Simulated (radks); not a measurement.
Neutral technetium inside a hard spherical wall (all orbitals vanish at R), configuration held at [Kr] 4d5 5s2 and not refilled when levels cross. Method: scalar-relativistic Kohn-Sham, PBE, spin-polarised, spherical densities, point nucleus; open shells are filled with parallel spins first (spin-orbit coupling, left out, can overturn this in heavy ions); computed with a radial shooting solver on a logarithmic mesh with Libxc functionals. Eigenvalues in eV for spin up, with the zero of energy where the potential of the charges vanishes at infinity; a dash marks a level that is unbound or too diffuse for the functional's potential to be trusted. A positive occupied level is held by the wall or, in an anion where self-interaction has pushed it up, behind a barrier. The pressure on the wall is -dE/dV.

R (bohr)  E (hartree)  kinetic (hartree)    e(4s)    e(4p)   e(4d)   e(5s)  e(5p, empty)  e(6s, empty)  pressure (GPa)
free      -4285.74288           4425.410  -74.358  -46.451  -7.827  -5.540        -1.623             -               0
10        -4285.74221           4425.417  -74.306  -46.399  -7.776  -5.498        -1.500         1.729          0.0170
7         -4285.72554           4425.525  -73.724  -45.818  -7.229  -4.973        -0.489         7.142           0.904
5         -4285.57773           4426.227  -71.288  -43.425  -5.024  -2.180         3.826        23.351            18.4
4         -4285.16725           4427.886  -67.330  -39.615  -1.376   3.718        11.915        48.316             111
3.5       -4284.59691           4430.040  -63.490  -35.952   2.399  10.808        21.069        73.458             315
2         -4269.79357           4479.991  -20.299    8.890  56.061  138.10        163.82        385.97           20500
